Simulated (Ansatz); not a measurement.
Isolated molecules relaxed with PBE0-D4/def2-TZVP in Ansatz; ΔE leaves out vibrations. CBS: MP2 limit from def2 TZ/QZ plus the TZ coupled-cluster correction, frozen cores. DFT in def2-TZVPP. HSE06 is defined as in plane-wave codes. Elements past krypton have def2 core potentials. For Sn outer-core shells are correlated without core-valence functions, which leaves a few kJ/mol of doubt a bond. Each species was taken in one conformer, which may not be the lowest.

`[SiH3]C=C=C[SiH3]` + `[OH][SnH2][Cl]` → `[SiH3][O][SnH2][Cl]` + `C=C=C[SiH3]`  (ligand exchange at the Si–C bond)

```
  level  ΔE (kJ/mol)
BLYP-D4        -82.2
  HSE06        -76.8
```

Question: What does CCSD(T)/CBS give? (Estimate.)

Answer: The calculation gave: -89.1 kJ/mol. The listed levels differ from it by 6.9, 12.3 kJ/mol.

Largest T1 diagnostic among the species: 0.013.

From r2SCAN to r2SCAN0 (25 % exact exchange), in def2-TZVPP and without D4, ΔE moves by −3.1 kJ/mol. Leaving LDA and LC-ωPBE aside and taking each functional with its dispersion term where it has one, the values, not all of them listed here, spread over 28.7 kJ/mol, from BHLYP-D4 to revPBE-D4.
